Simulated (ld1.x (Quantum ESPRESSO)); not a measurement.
## Before and after: TM potential for vanadium

```json
{
  "Element": "V",
  "Generator": "ld1.x (Quantum ESPRESSO) 7.5",
  "Type": "norm-conserving Troullier–Martins (Kleinman–Bylander form)",
  "Functional": "LDA (PZ)",
  "Relativity": "scalar-relativistic",
  "Frozen core": "[Ar]",
  "Valence charge": "5",
  "Reference configuration": "3d3 4s0 4p0 (charge +2)",
  "Partial waves": "4p (bound, empty): rc 2.40 bohr; 3d (bound): rc 1.60 bohr; 4s (bound, empty): rc 2.65 bohr",
  "Local potential": "the s channel",
  "Core correction": "a·sin(br)/r model core inside 1.45 bohr"
}
```

Change: wave 4p (bound): rc 2.40 bohr becomes 4p (bound): rc 2.18 bohr.

Cutoffs: the cutoffs (Ry, on a coarse ladder) from which the occupation-weighted sum of valence levels, in a spherical-Bessel basis at the reference potential, stays within 10 and 1 mRy of its value at 400 Ry; they do not see the model core or the augmentation charge, which bear on the density cutoff. Errors are all-electron minus pseudo energies relative to the spin-unpolarised reference configuration.

How do hardness, ghosts and transferability respond?

The potential gets neither clearly harder nor softer (80 Ry and 100 Ry → 80 Ry and 100 Ry); a bound ghost appears in p, which as a rule spoils a file; the number of tests with a reliable result goes from 8 to 5; of the 5 tests that both files solve, the error grows in 0 and shrinks in 1 by more than 15 % and 0.3 meV (median size 193.3 → 193.4 meV).

| quantity | base | changed |
| --- | --- | --- |
| cutoff, loose | 80 Ry | 80 Ry |
| cutoff, tight | 100 Ry | 100 Ry |
| bound ghosts | none | p |
| tests with a reliable result | 8 of 9 | 5 of 9 |
| error for 3d3 4s0 4p2, meV [ΔE -15.49 eV] | -5.8 | -4.3 |
| error for 3d3 4s1.5 4p0, meV [ΔE -19.31 eV] | -18 | -18 |
| error for 3d4 4s1 4p0, meV [ΔE -21.95 eV] | -193 | -193 |
| error for 3d2 4s2 4p1, meV [ΔE -16.58 eV] | -531 | -513 |
| error for 3d3 4s0 4p0 (spin-polarised), meV [ΔE -1.84 eV] | +752 | +752 |
| s: phases at 2.92 bohr within 0.05 rad from the reference energy up to (Ry; the scan ends near 5) | 1.1 | 1.1 |
| p: phases at 2.92 bohr within 0.05 rad from the reference energy up to (Ry; the scan ends near 5) | 3.6 | 3.2 |
| d: phases at 2.92 bohr within 0.05 rad from the reference energy up to (Ry; the scan ends near 5) | -0.7 | -0.7 |

 A true bound ghost makes a file unfit for plane-wave use even where its test errors are small: the radial tests pick states by their node count and pass the ghost by.
